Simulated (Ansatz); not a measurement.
Input file for `[SiH3][O][GaH]` radical:

```yaml
crystal:
  periodic: [false, false, false]
  atoms:
    - {symbol: Si, position_ang: [-0.907133, 0.576662, -0.244480]}
    - {symbol: O, position_ang: [0.281715, -0.375450, 0.340405]}
    - {symbol: Ga, position_ang: [1.972279, -0.895755, 0.047791]}
    - {symbol: H, position_ang: [-2.098965, -0.248305, -0.578669]}
    - {symbol: H, position_ang: [-0.473737, 1.297357, -1.475813]}
    - {symbol: H, position_ang: [-1.295708, 1.586461, 0.776321]}
    - {symbol: H, position_ang: [2.521549, -1.940970, 1.134446]}
basis:
  gaussian: {orbitals: def2-TZVPP}
magnetization: {spin_polarized: true, initial_magnetization: 1}
correlation: {method: ccsd_t}
scf: {omitted_lower_state_checks: [cluster_reference]}
output: {orbitals: {seedname: orbitals}}
```

```sh
$ ansatz run in.yaml --threads 4 --pin off --events-out ev --progress --plain
```

The program prints (abridged):

```
Functional definition: HF
1065 factors; integrals over basis functions are off by at most 8.8e-4 eV
mean field evaluation 1: about -62295.2258 eV, gradient 3.0e1 eV
mean field evaluation 2: about -62295.2313 eV, gradient 3.0e1 eV
mean field evaluation 4: about -62299.2859 eV, gradient 2.8e0 eV
mean field evaluation 8: about -62299.4175 eV, gradient 2.4e-1 eV
mean field -62299.41951067 eV, -2289.4614389539 hartree, gradient 7.7e-6 eV, S^2 0.761477; 0 other end points of the search recorded, 0 dependent functions left out
15 core orbitals not correlated: weight in the atoms' cores, before any rotation towards them, 1.000 or more for the frozen orbitals, at most 0.000 for the correlated occupied ones
reference -62299.41951067 eV, -2289.4614389539 hartree; 14, 13 occupied and 148, 149 virtual orbitals, 1065 factors
second order -15.45683656 eV of doubles, -0.00000000 eV of singles
cycle   1  -15.35662329 eV  change    1.0e-1 eV  update   1.1e-1
cycle   2  -15.91164694 eV  change   -5.6e-1 eV  update   3.8e-2
cycle   3  -16.05266663 eV  change   -1.4e-1 eV  update   2.1e-2
cycle   4  -16.04195750 eV  change    1.1e-2 eV  update   6.6e-3
cycle   5  -16.04092594 eV  change    1.0e-3 eV  update   3.8e-3
cycle   6  -16.04229270 eV  change   -1.4e-3 eV  update   1.3e-3
cycle   7  -16.04216218 eV  change    1.3e-4 eV  update   6.4e-4
cycle   8  -16.04232181 eV  change   -1.6e-4 eV  update   2.1e-4
cycle   9  -16.04237211 eV  change   -5.0e-5 eV  update   9.0e-5
cycle  10  -16.04232952 eV  change    4.3e-5 eV  update   3.3e-5
cycle  11  -16.04233805 eV  change   -8.5e-6 eV  update   1.4e-5
perturbative correction -0.59538888 eV, -0.0218801378 hartree
Total energy: -62316.05723760 eV, -2290.0728641410 hartree
Checks for a lower state left out: cluster_reference
```

Run time 2.1 min (4 threads of a server CPU on a shared host); peak host memory 4 GiB.

Correlation energy per correlated electron: -0.616 eV. T1 diagnostic: 0.0162.
